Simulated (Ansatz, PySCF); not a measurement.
Reaction (SMILES): [GeH3][GeH2][GeH2][GeH3] + 3 [H][H] (H2) → 4 [GeH4] (GeH4)
Each molecule is optimised on its own at B3LYP-D3(BJ)/def2-TZVP (Ansatz, a program for electronic structure), one conformer each, not searched for the lowest. Frequencies are from Ansatz or PySCF.

Quantity: energy of full hydrogenation (enthalpy at 298 K, with B3LYP-D3(BJ) rigid-rotor harmonic-oscillator terms), in eV. Cores are frozen in the correlated levels unless marked. No spin-orbit coupling. The frozen core is the preceding noble-gas configuration, with the filled d and f shells of earlier blocks. Non-relativistic. CBS marks a two-point X^-3 extrapolation of the correlation energy; Hartree-Fock from the larger set.

| level | program | energy of full hydrogenation (eV) |
|---|---|---|
| r2SCAN/def2-TZVPD | Ansatz | 0.62 |
| r2SCANh/def2-TZVPD | Ansatz | 0.59 |
| B2GP-PLYP-D4/def2-TZVPD | Ansatz + dftd4 | 0.51 |
| RI-MP2/aug-cc-pVQZ | Ansatz | 0.58 |
| SCS-MP2/cc-pVDZ | Ansatz | -0.02 |
| CCSD(T)/cc-pVQZ | Ansatz | 0.48 |
| CCSD(T)/CBS(cc-pVTZ,cc-pVQZ) | Ansatz | 0.53 |
